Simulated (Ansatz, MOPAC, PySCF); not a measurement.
CH3Cl (SMILES CCl) and CHN (SMILES C#N) are pulled apart as rigid monomers along the line of their centres of mass, from the B3LYP-D3(BJ)/def2-TZVP minimum. Starting geometry (charge 0, multiplicity 1):
```csv
atom,x (Å),y (Å),z (Å)
C,0.5417,-0.4595,1.1003
Cl,-1.0040,0.4061,1.4187
H,0.3040,-1.3928,0.5996
H,1.1536,0.1735,0.4656
H,1.0288,-0.6424,2.0528
C,0.0158,0.1116,4.6102
N,1.0245,-0.4284,4.6816
H,-0.9218,0.6116,4.5208
```

Interaction energies with rigid monomers; basis-set methods are counterpoise corrected unless marked otherwise.

Rows in 6-31G* carry no dispersion term and start afresh at each structure (6-31G* with six Cartesian d functions). MP2/6-31G* freezes PySCF's default core. The state that AM1 reach isn't checked.

The values were computed with Ansatz (Gaussian orbitals); MOPAC for AM1 (differences of heats of formation); PySCF for 6-31G* rows. Each number belongs to the level named beside it.

| H5···N7 (Å) | AM1 (meV) | HF/aug-cc-pV(D+d)Z (meV) | B3LYP/6-31G* (meV) | B3LYP/def2-TZVPPD (meV) | MP2/6-31G* (meV) |
|---|---|---|---|---|---|
| 2.39 | 43.0 | 27.1 | -19.9 | -20.0 | -23.1 |
| 2.64 | -12.3 | -54.3 | ___ | -65.9 | -81.5 |
| 3.01 | -26.9 | ___ | -69.8 | -69.2 | -87.0 |
| 3.65 | -22.0 | -59.2 | -45.2 | -45.1 | -57.1 |
| 4.68 | -13.7 | -30.7 | -23.8 | -23.4 | -27.3 |

Task: Complete the blanks.

Result: 
- 2.64, B3LYP/6-31G* (meV): -67.7
- 3.01, HF/aug-cc-pV(D+d)Z (meV): -78.6

Ansatz is a program for electronic structure.
